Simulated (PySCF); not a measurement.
fluoromethylidenecyclobutane (C5H7F), SMILES C(F)=C1CCC1.

Geometry optimised at B3LYP-D3(BJ)/def2-SVP. A frequency run showed that this geometry is not a minimum.

Computed with TDA-PBE/def2-SVPD (PySCF).

Vertical excitations. Gas-phase values at a fixed geometry. State labels are in the subgroup Cs.

Task: List the lowest excited states. (An estimate is asked for; the answer gives what the named calculation found.)

Result: 
```
state  symmetry  energy (eV)  λ (nm)      f                          main pairs
-----  --------  -----------  ------  -----  ----------------------------------
S1           A"         5.82     213  0.000                   HOMO→LUMO+1 100 %
S2           A"         6.18     201  0.002                    HOMO→LUMO+2 99 %
S3           A"         6.40     194  0.002                   HOMO→LUMO+3 100 %
S4           A'         6.45     192  0.192    HOMO→LUMO 70 %, HOMO→LUMO+5 23 %
S5           A"         7.10     175  0.004  HOMO→LUMO+4 75 %, HOMO−1→LUMO 24 %
S6           A"         7.15     173  0.000  HOMO−1→LUMO 72 %, HOMO→LUMO+4 25 %
S7           A"         7.26     171  0.001                    HOMO−2→LUMO 96 %
S8           A'         7.69     161  0.039  HOMO→LUMO+5 47 %, HOMO−3→LUMO 44 %
S9           A"         7.74     160  0.017  HOMO→LUMO+6 85 %, HOMO→LUMO+7 14 %
S10          A"         7.83     158  0.003  HOMO→LUMO+7 85 %, HOMO→LUMO+6 14 %
T1           A'         4.13     300      0                      HOMO→LUMO 98 %
T2           A"         5.72     217      0                    HOMO→LUMO+1 99 %
T3           A"         6.03     206      0                    HOMO→LUMO+2 98 %
T4           A"         6.33     196      0                   HOMO→LUMO+3 100 %
```
Triplets are in the Tamm–Dancoff approximation.
